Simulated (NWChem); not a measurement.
Species: CH3FNiO, triplet; SMILES C[O][Ni][F]

```xyz
7

Ni    -0.0140     0.4929    -0.0002
F      0.0330     2.2066     0.0003
O     -0.0505    -1.1843     0.0006
C      0.0463    -2.5540    -0.0002
H      1.0929    -2.8842     0.1395
H     -0.5568    -2.9978     0.8141
H     -0.3153    -2.9802    -0.9548
```
Atoms are numbered in this order, from 1.

Program: NWChem. Pople sets run with spherical d functions. Spin-unrestricted. Medium grid unless said otherwise, to which SCAN and Minnesota functionals are sensitive. The geometry was optimised at PBE0/def2-SVP, spin-unrestricted. Not confirmed as a minimum by frequencies. This spin state was assumed; another may lie lower. No stability test was run on the SCF state.

**Question.** Order these by “dipole (D)”, lowest first: HCTH/407/6-31G*; TPSS/6-31G*; B3PW91/6-31G*; PBE/6-31G*; r2SCAN/6-31G*.

**Answer.** B3PW91/6-31G* (2.82), r2SCAN/6-31G* (2.90), TPSS/6-31G* (3.03), PBE/6-31G* (3.15), HCTH/407/6-31G* (3.28)
